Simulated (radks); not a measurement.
Spin polarisation of the 3d6 shell in the iron ion Fe2+. Start: [Ar] 3d(up 3, down 3); electrons of 3d are moved from spin down to spin up, other shells keep equal spins. Method: non-relativistic Kohn-Sham, PBEsol, spin-polarised, spherical densities, point nucleus; computed with a radial shooting solver on a logarithmic mesh with Libxc functionals.

| moment (Bohr magnetons) | E - E(0) (eV) | e(3d up) (eV) | e(3d down) (eV) | 3p down minus up (eV) |
|---|---|---|---|---|
| 0 | 0.000 | -25.852 | -25.852 | 0.000 |
| 1 | -0.246 | -26.314 | -25.328 | 1.058 |
| 2 | -0.986 | -26.714 | -24.740 | 2.119 |
| 3 | -2.222 | -27.052 | -24.085 | 3.184 |
| 4 | -3.955 | -27.327 | -23.361 | 4.255 |

At moment 4 the spin-polarisation energy is -3.955 eV and the 3d exchange splitting 3.966 eV, that is 0.992 eV per Bohr magneton; E = -I m^2/4 would give I = 0.989 eV.
